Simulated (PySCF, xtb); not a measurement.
C4H12Si2, SMILES [SiH2]1[SiH2]CCCC1. Other conformers were not sampled.

Harmonic wavenumbers (cm⁻¹) from GFN2-xTB run with xtb at its own minimum, in rising order: 76, 151, 219, 263, 345, 358, 434, 452, 463, 556, 557, 611, 646, 692, 696, 774, 794, 799, 819, 885, 920, 983, 1052, 1076, 1127, 1191, 1225, 1230, 1304, 1315, 1356, 1363, 1484, 1489, 1502, 1509, 2160, 2180, 2192, 2197, 2930, 2937, 2952, 2954, 2962, 2968, 2973, 2974.

Task: What does PySCF with PBE-D3(BJ)/def2-SVP give at its own minimum? (Estimate from the structure and the level; the computed values follow.)

Result: 101, 149, 217, 253, 330, 369, 424, 447, 472, 582, 601, 628, 655, 694, 698, 798, 801, 824, 874, 896, 901, 958, 970, 1047, 1077, 1107, 1177, 1181, 1249, 1267, 1311, 1328, 1372, 1374, 1412, 1416, 2131, 2131, 2149, 2150, 2949, 2950, 2965, 2965, 2999, 3000, 3022, 3022. Paired by order, the mean absolute difference is 35 cm⁻¹ and the zero-point energies are 90.2 and 89.2 kcal/mol.
